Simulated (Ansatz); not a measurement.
Geometry optimisation, UKS PBE-D4/6-31G* (Ansatz 0.2.0).

The input (input.yaml):

```yaml
crystal:
  periodic: [false, false, false]
  atoms:
    - { symbol: B, position_ang: [-0.008351, 0.503986, -0.417194] }
    - { symbol: F, position_ang: [0.067548, -0.405292, 1.931693] }
    - { symbol: F, position_ang: [1.141499, -0.06969, -0.741101] }
    - { symbol: F, position_ang: [-1.167088, -0.084132, -0.678995] }
    - { symbol: Si, position_ang: [0.005958, -0.060795, 3.507098] }
    - { symbol: H, position_ang: [-0.784229, -1.128605, 4.197718] }
    - { symbol: H, position_ang: [1.399386, -0.023596, 4.052901] }
    - { symbol: H, position_ang: [-0.654724, 1.268123, 3.700081] }
magnetization:
  spin_polarized: true
  initial_magnetization: 1
basis:
  gaussian: { orbitals: "6-31G*" }
hamiltonian:
  xc: pbe
  dispersion: d4
relax:
  f_tol: 0.03
  max_steps: 50
```

Run as:

```bash
$ ansatz run input.yaml --threads 2 --pin off --max-ram 3072MiB --backend cpu --events-out ev --progress --plain --runs-dir out
```

Task: Where does it end, and by what steps?

Result: It converged. The force dipped under the threshold on the way, but the program's further checks kept it going. After 26 steps the energy has fallen by 1.167 eV; F2 moved furthest, 1.98 Å. Parted: F2–Si5 (1.61 → 3.56 Å). Joined: B1–F2 (2.52 → 1.33 Å).

| step | energy less start (eV) | largest force component (eV/Å) | accepted |
| --- | --- | --- | --- |
| 0 | 0.0000 | 0.725 | yes |
| 1 | -0.0065 | 0.439 | yes |
| 2 | -0.0139 | 0.242 | yes |
| 3 | -0.0194 | 0.197 | yes |
| 4 | -0.0289 | 0.226 | yes |
| 5 | -0.0318 | 0.336 | yes |
| 6 | -0.0403 | 0.154 | yes |
| 7 | -0.0515 | 0.236 | yes |
| 8 | -0.0562 | 0.892 | yes |
| 9 | -0.0741 | 0.429 | yes |
| 10 | -0.0862 | 0.138 | yes |
| 11 | -0.0898 | 0.303 | yes |
| 12 | -0.0983 | 0.121 | yes |
| 13 | -0.1073 | 0.147 | yes |
| 14 | -0.1325 | 0.480 | yes |
| 15 | -0.1632 | 0.444 | yes |
| 16 | -0.2668 | 1.291 | yes |
| 17 | -0.5019 | 1.327 | yes |
| 18 | -0.8042 | 1.123 | yes |
| 19 | -0.9615 | 0.728 | yes |
| 20 | -1.0707 | 0.858 | yes |
| 21 | -1.1400 | 0.464 | yes |
| 22 | -1.1564 | 0.480 | yes |
| 23 | -1.1630 | 0.226 | yes |
| 24 | -1.1666 | 0.033 | yes |
| 25 | -1.1669 | 0.004 | yes |
| 26 | -1.1670 | 0.018 | yes |

```xyz
8
Properties=species:S:1:pos:R:3
B -0.054 -0.422 0.207
F -0.400 -1.675 0.489
F 1.230 -0.104 0.061
F -0.993 0.493 -0.013
Si 0.044 0.349 3.378
H -0.360 -0.875 4.146
H 1.453 0.757 3.692
H -0.920 1.478 3.591
```

Whether the end is a true minimum wasn't checked by a vibrational analysis.

Time of the run: 64 s on 2 threads of Arm Neoverse V1 (shared host), peak memory 0.17 GiB.
